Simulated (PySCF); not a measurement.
Si(H)(PH2)3 (H7P3Si), SMILES P[SiH](P)P.

Geometry: PBE0-D3(BJ)/def2-SVP. Other conformers were not sampled.

Two levels are set side by side: TDA-PBE/def2-SVPD (PySCF) and TDA-LC-ωPBE/def2-SVPD (PySCF). Vertical, same geometry. The lowest singlet is HOMO→LUMO 84 % with PBE and HOMO−1→LUMO+1 33 %, HOMO→LUMO 12 %, HOMO→LUMO+3 9 %, HOMO−1→LUMO 7 % with the other functional; states are paired by order. Differences are taken from unrounded values.

```json
[
 {"quantity": "lowest singlet excitation (eV)", "TDA-LC-ωPBE": "6.56"},
 {"quantity": "lowest triplet excitation (TDA) (eV)", "TDA-LC-ωPBE": "5.41"}
]
```

What does TDA-PBE give, and how far is it from TDA-LC-ωPBE? (An estimate is asked for; the answer gives what the named calculation found.)


```tsv
quantity	TDA-PBE	TDA-PBE minus TDA-LC-ωPBE
lowest singlet excitation (eV)	5.32	-1.25
lowest triplet excitation (TDA) (eV)	4.77	-0.64
```

Functionals without exact exchange tend to place singlet excitations lower, as here. Differences between two approximate levels are no errors against the true value.

Rough cost on one machine, each run with all the roots and properties that it gave: TDA-LC-ωPBE against TDA-PBE about 3 times.
